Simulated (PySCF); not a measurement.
CH₃F₃Si. Atoms are numbered in the order given.

```xyz
8

F      1.9037    -0.6374     0.0000
C      1.2883     0.6024     0.0000
Si    -0.5793     0.4109     0.0000
F     -1.0392    -0.4274     1.3010
F     -1.0392    -0.4274    -1.3010
H      1.6140     1.1739    -0.8891
H      1.6140     1.1739     0.8891
H     -1.2754     1.7154     0.0000
```
Charge 0, spin multiplicity 1.

Geometry: ωB97X-D3(BJ)/def2-SVP. Other conformers were not sampled.

Level of theory: PBE/def2-TZVP run with PySCF.

The molecule is in vacuum.

Computed frontier levels, gap, dipole moment and polarisability:
```json
{
  "highest_occupied_level": "-7.55 eV",
  "lowest_empty_level": "-0.94 eV",
  "orbital_gap": "6.61 eV",
  "dipole_moment": "2.71 D",
  "quadrupole, principal values (traceless, Buckingham form, about the centre of nuclear charge)": "-2.40, -1.37, 3.77 D·Å",
  "mean_static_polarisability": "37.2 bohr³ (5.51 Å³)",
  "polarisability_principal_values": "34.6, 36.4, 40.6 bohr³"
}
```
